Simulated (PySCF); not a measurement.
PySCF job for CH2NS, SMILES S=[C]N, multiplicity 2, TDA-M06-2X/def2-SVPD. Geometry: PBE0-D3(BJ)/def2-TZVP. The isomer is the one that the SMILES or the coordinates give; other isomers of the formula were not compared. The values are those of a single conformer.

```python
import numpy as np
from pyscf import gto, scf, dft, tdscf

mol = gto.M(
    atom='''
    N    -0.11994945   -1.59239767    0.00000000
    C     0.42516674   -0.40253624    0.00000000
    S    -0.06507990    1.10666048    0.00000000
    H    -1.12511728   -1.72647885    0.00000000
    H     0.45504137   -2.41808777    0.00000000
    ''',
    basis='def2-SVPD',
    charge=0,
    spin=1,
    max_memory=1600,
    verbose=4,
)
mf = dft.UKS(mol, xc='m06-2x').density_fit(auxbasis='def2-universal-jkfit')
mf.grids.level = 4
mf.conv_tol = 1e-9
mf.max_cycle = 100
mf.kernel()
fine, coarse = mf.grids, dft.Grids(mol).set(level=1).build(with_non0tab=True)
for _ in range(3):  # follow internal instabilities
    mf.grids = coarse
    mo, _, stable, _ = mf.stability(return_status=True, nroots=4)
    mf.grids = fine
    if stable:
        break
    mf.kernel(mf.make_rdm1(mo, mf.mo_occ))
mf.grids = dft.Grids(mol).set(level=2).build(with_non0tab=True)  # coarser grid for the response kernel
td = tdscf.TDA(mf)
td.nstates = 10
td.conv_tol = 1e-4
td.positive_eig_threshold = 1e-6
td.kernel(x0=td.get_init_guess(mf, 15))
td.analyze()
```

Program output:

```
PySCF version 2.14.0

[INPUT] verbose = 4
[INPUT] num. atoms = 5
[INPUT] num. electrons = 31
[INPUT] charge = 0
[INPUT] spin (= nelec alpha-beta = 2S) = 1
[INPUT] symmetry False subgroup None
[INPUT] Mole.unit = angstrom
[INPUT] Symbol           X                Y                Z      unit          X                Y                Z       unit  Magmom
[INPUT]  1 N     -0.119949450000  -1.592397670000   0.000000000000 AA   -0.226671609292  -3.009195477696   0.000000000000 Bohr   0.0
[INPUT]  2 C      0.425166740000  -0.402536240000   0.000000000000 AA    0.803448695874  -0.760683248812   0.000000000000 Bohr   0.0
[INPUT]  3 S     -0.065079900000   1.106660480000   0.000000000000 AA   -0.122983187214   2.091285220080   0.000000000000 Bohr   0.0
[INPUT]  4 H     -1.125117280000  -1.726478850000   0.000000000000 AA   -2.126163517216  -3.262572186354   0.000000000000 Bohr   0.0
[INPUT]  5 H      0.455041370000  -2.418087770000   0.000000000000 AA    0.859903564647  -4.569523630460   0.000000000000 Bohr   0.0

nuclear repulsion = 86.8991796551454
number of shells = 35
number of NR pGTOs = 125
number of NR cGTOs = 83
basis = def2-SVPD
ecp = {}


[settings echo left out]
init E= -492.378052686085
  alpha nocc = 16  HOMO = -0.153181678504259  LUMO = -0.0413150466882581
  beta  nocc = 15  HOMO = -0.300542422565256  LUMO = -0.153181678504259

WARN: HOMO -0.153181678504259 >= LUMO -0.153181678504259

cycle= 1 E= -491.913006651365  delta_E= 0.465  |g|= 0.217  |ddm|= 2.13
  alpha nocc = 16  HOMO = -0.220048515088198  LUMO = -0.00580834951259979
  beta  nocc = 15  HOMO = -0.29311681084864  LUMO = -0.0721833772797971
  HOMO = -0.220048515088  LUMO = -0.0721833772798  gap/eV = 4.02362
cycle= 2 E= -491.8819709183  delta_E= 0.031  |g|= 0.345  |ddm|= 0.908
  alpha nocc = 16  HOMO = -0.234599221539886  LUMO = 0.0195369764935482
  beta  nocc = 15  HOMO = -0.307174902590109  LUMO = -0.056447329116343
  HOMO = -0.23459922154  LUMO = -0.0564473291163  gap/eV = 4.84776
cycle= 3 E= -491.95107686197  delta_E= -0.0691  |g|= 0.0265  |ddm|= 0.425
  alpha nocc = 16  HOMO = -0.246466173672879  LUMO = 0.0150025519659476
  beta  nocc = 15  HOMO = -0.316446159412974  LUMO = -0.0594486839695287
  HOMO = -0.246466173673  LUMO = -0.0594486839695  gap/eV = 5.08901
cycle= 4 E= -491.951604105841  delta_E= -0.000527  |g|= 0.0103  |ddm|= 0.068
  alpha nocc = 16  HOMO = -0.243885358601585  LUMO = 0.019080506482013
  beta  nocc = 15  HOMO = -0.313103296732797  LUMO = -0.0549775946289732
  HOMO = -0.243885358602  LUMO = -0.054977594629  gap/eV = 5.14044
cycle= 5 E= -491.951703055374  delta_E= -9.89e-05  |g|= 0.00269  |ddm|= 0.0305
  alpha nocc = 16  HOMO = -0.244794209779249  LUMO = 0.0188343247447813
  beta  nocc = 15  HOMO = -0.313854956711578  LUMO = -0.0551700303952072
  HOMO = -0.244794209779  LUMO = -0.0551700303952  gap/eV = 5.15994
cycle= 6 E= -491.951715732361  delta_E= -1.27e-05  |g|= 0.00115  |ddm|= 0.0116
  alpha nocc = 16  HOMO = -0.244707539455102  LUMO = 0.0190782441383854
  beta  nocc = 15  HOMO = -0.313781406755291  LUMO = -0.0550023293048958
  HOMO = -0.244707539455  LUMO = -0.0550023293049  gap/eV = 5.16214
cycle= 7 E= -491.951717809648  delta_E= -2.08e-06  |g|= 0.000598  |ddm|= 0.00406
  alpha nocc = 16  HOMO = -0.24476401694041  LUMO = 0.0190830638482793
  beta  nocc = 15  HOMO = -0.313832792033047  LUMO = -0.0550483440464511
  HOMO = -0.24476401694  LUMO = -0.0550483440465  gap/eV = 5.16243
cycle= 8 E= -491.951718272758  delta_E= -4.63e-07  |g|= 0.000311  |ddm|= 0.00161
  alpha nocc = 16  HOMO = -0.244748947365296  LUMO = 0.0190947521750915
  beta  nocc = 15  HOMO = -0.313870976678626  LUMO = -0.0550539892676594
  HOMO = -0.244748947365  LUMO = -0.0550539892677  gap/eV = 5.16186
cycle= 9 E= -491.951718413776  delta_E= -1.41e-07  |g|= 0.000101  |ddm|= 0.00083
  alpha nocc = 16  HOMO = -0.244736967324064  LUMO = 0.0190983546931043
  beta  nocc = 15  HOMO = -0.313870225330855  LUMO = -0.0550644073182536
  HOMO = -0.244736967324  LUMO = -0.0550644073183  gap/eV = 5.16125
cycle= 10 E= -491.951718456335  delta_E= -4.26e-08  |g|= 5.26e-05  |ddm|= 0.000559
  alpha nocc = 16  HOMO = -0.244734739597476  LUMO = 0.0190960786383001
  beta  nocc = 15  HOMO = -0.31387408430777  LUMO = -0.055070924329836
  HOMO = -0.244734739597  LUMO = -0.0550709243298  gap/eV = 5.16102
cycle= 11 E= -491.951718466901  delta_E= -1.06e-08  |g|= 2.77e-05  |ddm|= 0.000324
  alpha nocc = 16  HOMO = -0.244733625088502  LUMO = 0.0190919273491557
  beta  nocc = 15  HOMO = -0.313867901912724  LUMO = -0.0550727786045644
  HOMO = -0.244733625089  LUMO = -0.0550727786046  gap/eV = 5.16093
cycle= 12 E= -491.951718468739  delta_E= -1.84e-09  |g|= 1.99e-05  |ddm|= 0.000107
  alpha nocc = 16  HOMO = -0.244732471463518  LUMO = 0.019092511509105
  beta  nocc = 15  HOMO = -0.313867075651487  LUMO = -0.0550728369754596
  HOMO = -0.244732471464  LUMO = -0.0550728369755  gap/eV = 5.16090
cycle= 13 E= -491.951718469571  delta_E= -8.32e-10  |g|= 5.08e-06  |ddm|= 0.000102
  alpha nocc = 16  HOMO = -0.244733576460126  LUMO = 0.0190909169980995
  beta  nocc = 15  HOMO = -0.313867168858019  LUMO = -0.0550738239028066
  HOMO = -0.24473357646  LUMO = -0.0550738239028  gap/eV = 5.16090
Extra cycle  E= -491.951718469615  delta_E= -4.37e-11  |g|= 4.36e-06  |ddm|= 1.53e-05
converged SCF energy = -491.951718469615  <S^2> = 0.75586377  2S+1 = 2.0058552
tot grids = 21560
uhf_internal: lowest eigs of H = [0.19001384 0.21426454 0.21482636 0.26534229]
<class 'pyscf.df.df_jk.DFUKS'> wavefunction is stable in the internal stability analysis
tot grids = 44696
Overwritten attributes  positive_eig_threshold  of <class 'pyscf.tdscf.uks.TDA'>


******** <class 'pyscf.tdscf.uks.TDA'> for <class 'pyscf.df.df_jk.DFUKS'> ********
nstates = 10
deg_eia_thresh = 1.000e-03
wfnsym = None
conv_tol = 0.0001
eigh lindep = 1e-12
eigh level_shift = 0
eigh max_cycle = 100


Excitation energies (eV)
[2.36941113 2.93358698 3.68006665 4.43583039 5.10483313 5.16227214
 5.75850992 6.01911957 6.1577839  6.41748782]

** Excitation energies and oscillator strengths **
Excited State   1:      2.36941 eV    523.27 nm  f=0.0003
      14a ->   17a     -0.11295
      16a ->   17a      0.97986
      16a ->   22a      0.10389
Excited State   2:      2.93359 eV    422.64 nm  f=0.0005
      15b ->   16b     -0.97783
      15b ->   18b      0.14655
Excited State   3:      3.68007 eV    336.91 nm  f=0.0196
      15a ->   17a      0.39257
      14b ->   16b     -0.88559
      14b ->   18b      0.12560
Excited State   4:      4.43583 eV    279.51 nm  f=0.0042
      15a ->   17a      0.64857
      14b ->   16b      0.23281
      15b ->   17b     -0.69738
      15b ->   22b     -0.13819
Excited State   5:      5.10483 eV    242.88 nm  f=0.0123
      16a ->   18a      0.95136
      16a ->   20a     -0.19375
Excited State   6:      5.16227 eV    240.17 nm  f=0.0005
      14a ->   17a     -0.20954
      14b ->   17b      0.95622
      14b ->   22b      0.14212
Excited State   7:      5.75851 eV    215.31 nm  f=0.0012
      16a ->   19a     -0.90254
      16a ->   21a     -0.15087
      16a ->   24a     -0.16965
      16a ->   26a     -0.19646
      16a ->   28a      0.22398
      12b ->   16b      0.10351
Excited State   8:      6.01912 eV    205.98 nm  f=0.0001
      14a ->   17a     -0.92994
      14a ->   22a     -0.10153
      16a ->   17a     -0.10563
      13b ->   16b     -0.18544
      14b ->   17b     -0.20338
Excited State   9:      6.15778 eV    201.35 nm  f=0.0239
      15a ->   17a     -0.16018
      16a ->   18a     -0.17871
      16a ->   20a     -0.68348
      16a ->   21a     -0.62462
      16a ->   26a     -0.10199
      15b ->   17b     -0.18001
Excited State  10:      6.41749 eV    193.20 nm  f=0.2046
      15a ->   17a     -0.36141
      16a ->   19a     -0.24091
      16a ->   20a     -0.35939
      16a ->   21a      0.58822
      12b ->   16b     -0.24051
      14b ->   16b     -0.17135
      14b ->   18b     -0.11714
      15b ->   17b     -0.40703

** Transition electric dipole moments (AU) **
state          X           Y           Z        Dip. S.      Osc.
  1        -0.0000      0.0000     -0.0767      0.0059      0.0003
  2         0.0000     -0.0000     -0.0814      0.0066      0.0005
  3        -0.3053      0.3528     -0.0000      0.2177      0.0196
  4         0.0648     -0.1862     -0.0000      0.0389      0.0042
  5         0.1790      0.2571     -0.0000      0.0981      0.0123
  6         0.0000      0.0000      0.0652      0.0042      0.0005
  7        -0.0895      0.0222      0.0000      0.0085      0.0012
  8        -0.0000     -0.0000     -0.0270      0.0007      0.0001
  9         0.0650      0.3927     -0.0000      0.1584      0.0239
 10        -0.6474      0.9391      0.0000      1.3010      0.2046

** Transition velocity dipole moments (imaginary part, AU) **
state          X           Y           Z        Dip. S.      Osc.
  1        -0.0000      0.0000      0.0319      0.0010      0.0078
  2        -0.0000     -0.0000      0.0020      0.0000      0.0000
  3         0.0185     -0.0126      0.0000      0.0005      0.0025
  4        -0.0073      0.0082     -0.0000      0.0001      0.0005
  5         0.0100      0.0404     -0.0000      0.0017      0.0062
  6         0.0000      0.0000     -0.0044      0.0000      0.0001
  7        -0.0748      0.0183      0.0000      0.0059      0.0187
  8        -0.0000     -0.0000      0.0085      0.0001      0.0002
  9         0.0096      0.0351      0.0000      0.0013      0.0039
 10        -0.1088      0.0737      0.0000      0.0173      0.0488

** Transition magnetic dipole moments (imaginary part, AU) **
state          X           Y           Z
  1        -0.0483     -0.9016     -0.0000
  2         0.2740     -0.2450     -0.0000
  3         0.0000     -0.0000      0.0483
  4        -0.0000      0.0000     -0.0183
  5        -0.0000     -0.0000      0.0537
  6         0.1731      0.2001      0.0000
  7        -0.0000      0.0000      0.1260
  8        -0.2990     -0.2965     -0.0000
  9        -0.0000     -0.0000      0.5191
 10        -0.0000     -0.0000     -0.2768
```

The run converged.
